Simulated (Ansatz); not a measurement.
CH₇NSi₂, SMILES `[SiH3]C1N[SiH2]1`. Total charge 0; spin multiplicity 1. The geometry is a stationary point of PBE0-D4/def2-TZVP.

```xyz
11

Si   -1.238   -0.636   -0.767
C     0.477    0.046   -0.548
N     1.366   -0.494    0.548
Si    0.850    1.119    0.891
H    -2.017    0.205   -1.714
H    -1.211   -2.033   -1.285
H    -1.920   -0.661    0.558
H     1.029    0.216   -1.473
H     0.992   -1.293    1.043
H     1.899    2.158    0.874
H    -0.227    1.374    1.873
```

Q: What is the dipole moment at r2SCAN/def2-TZVPP? (An estimate is asked.)

A: The calculation gave: 0.88 D, with components (-0.31, 0.58, 0.58) D in this frame, pointing from negative to positive charge.

Q: And with PBE, B3LYP, ωB97M-V? (Best estimate.)

A: The calculation gave: PBE 0.81 D, B3LYP 1.00 D, ωB97M-V 1.05 D.

Q: Give the Mulliken charges with r2SCAN, B3LYP, ωB97M-V in def2-TZVPP. (An estimate is asked.)

A: Ansatz gave: 
```csv
atom,r2SCAN,B3LYP,ωB97M-V
Si1,0.28,0.25,0.17
C2,-0.16,-0.15,-0.24
N3,-0.36,-0.34,-0.32
Si4,0.40,0.35,0.31
H5,-0.08,-0.07,-0.03
H6,-0.07,-0.07,-0.03
H7,-0.07,-0.07,-0.03
H8,0.06,0.09,0.11
H9,0.14,0.13,0.11
H10,-0.07,-0.06,-0.02
H11,-0.06,-0.06,-0.02
```

B3LYP here is the variant with VWN-RPA as its local correlation; programs differ in this.
